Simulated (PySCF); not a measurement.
An unknown shows these calculated signals:

¹H NMR (300 MHz, computed): δ 8.38 (m, 1H), 8.27 (d, 1H), 7.68 (m, 1H), 7.57 (m, 1H).

¹³C{¹H} NMR (computed): δ 179.4 (C), 172.9 (C), 141.8 (C), 136.7 (CH), 133.0 (CH), 129.0 (CH), 127.7 (CH).

Method: PBE0-D3(BJ)/def2-TZVP geometry, NMR shieldings at B97-2/pcSseg-2/GIAO, in PySCF 2.14 (a single conformation, non-relativistic Hamiltonian, gas phase).

Referencing at the same level of theory: TMS for ¹H and ¹³C.

Q: Which of these does the molecule contain: an OH group, a tert-butyl group, a vinyl group CH=CH2, a benzene ring?

A: 
- An OH group: no.
- A tert-butyl group: no.
- A vinyl group CH=CH2: no.
- A benzene ring: yes.

The data belong to SMILES O=C(Cl)c1cccc(F)c1, C$_{7}$H$_{4}$ClFO; they needn't prove each group on their own.

Carbon signals by region: 2 in the far downfield region (above 160 ppm), 5 in the sp2 and nitrile region (100–160 ppm). Above 160 ppm: 179.4, carbonyl carbon, 172.9, aromatic carbon bearing fluorine.

Carbons that carry Cl, above all several Cl atoms, come out too deshielded, partly because spin–orbit coupling is missing. Splittings by ¹⁹F in the carbon and heteronuclear signals aren't shown, as no couplings were computed. Shifts are as computed. Against solution values, carbons near 30 ppm lie about +3 ppm off and those near 130 ppm about +7 ppm; carbons on Cl a further +5 ppm. Of 1309 compounds with measured shifts, 239 miss one by over three times the rms of a fit or turn the order of signals round; such compounds aren't used in these exercises. No couplings were computed; multiplicities are counted from neighbouring protons, with m where these are inequivalent, close in shift, in a saturated or five-membered ring or joined by F or P, and br s for small geminal =CH2 splittings.
